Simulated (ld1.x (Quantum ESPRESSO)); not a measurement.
# antimony PAW: all-electron and pseudo phase curves

Sb, PAW, made with ld1.x (Quantum ESPRESSO) 7.5 (LDA (PZ), fully relativistic). Core [Kr] 4d10, reference 5s2 5p3. Waves: 5s (bound): rcut 1.55, rcutus 2.15 bohr; 5s channel at 1.15 Ry: rcut 1.55, rcutus 2.15 bohr; 5p (bound): rcut 2.15, rcutus 2.30 bohr; 5p channel at 0.25 Ry: rcut 2.15, rcutus 2.30 bohr; 5d channel at -0.05 Ry: rcut 1.75, rcutus 1.90 bohr; 5d channel at 1.3 Ry: rcut 1.75, rcutus 1.90 bohr. Local part: all-electron potential smoothed inside 1.45 bohr (lloc = -1). Core correction: Bessel-smoothed model core, default radius (core density twice the valence density). Augmentation charge: PSQ, inside the norm-conserving radii.

Open shells are filled in proportion to 2j + 1 (rel_dist='average').

The phase is arctan(r·u′/u) with u = r·R(r), unwrapped; energies in Ry, scanned from -3 to 5 Ry. A pole is an energy at which the radial function vanishes at the test radius. The pseudo phase is shifted by a multiple of π to meet the all-electron one at the reference energy, and phase errors are pseudo minus all-electron; the curves can meet again beyond the range given. Levels narrower than the energy grid can be missing from the lists of poles.

```csv
channel,radius (bohr),reference energy (Ry),"poles, all-electron","poles, pseudo",unbroken range about the reference energy with phases within 0.05 rad,phase error 1 Ry above the reference energy (rad)
s,2.49,-0.96,0.52,0.52,below 4.7,-0.000
p1/2,2.49,-0.40,1.73,"1.72, 2.93",below 2.7,-0.000
p3/2,2.49,-0.35,1.98,"1.94, 2.46",below 2.3,-0.000
d3/2,2.49,-0.05,"-2.45, 4.31",4.17,above -2.1,-0.000
d5/2,2.49,-0.05,"-2.35, 4.38",4.22,above -2.1,-0.000
```

The ghost test of this file was not conclusive.

Phases in the d5/2 channel:

| E (Ry) | all-electron | pseudo |
| --- | --- | --- |
| -3.00 | 1.289 | -1.764 |
| -2.52 | 0.565 | -1.779 |
| -2.04 | -1.755 | -1.801 |
| -1.56 | -1.820 | -1.832 |
| -1.08 | -1.871 | -1.874 |
| -0.60 | -1.932 | -1.932 |
| -0.12 | -2.023 | -2.023 |
| 0.36 | -2.187 | -2.187 |
| 0.84 | -2.546 | -2.546 |
| 1.32 | -3.336 | -3.336 |
| 1.80 | -4.054 | -4.055 |
| 2.28 | -4.365 | -4.368 |
| 2.76 | -4.512 | -4.517 |
| 3.24 | -4.598 | -4.604 |
| 3.72 | -4.655 | -4.664 |
| 4.20 | -4.699 | -4.710 |
| 4.68 | -4.735 | -4.751 |
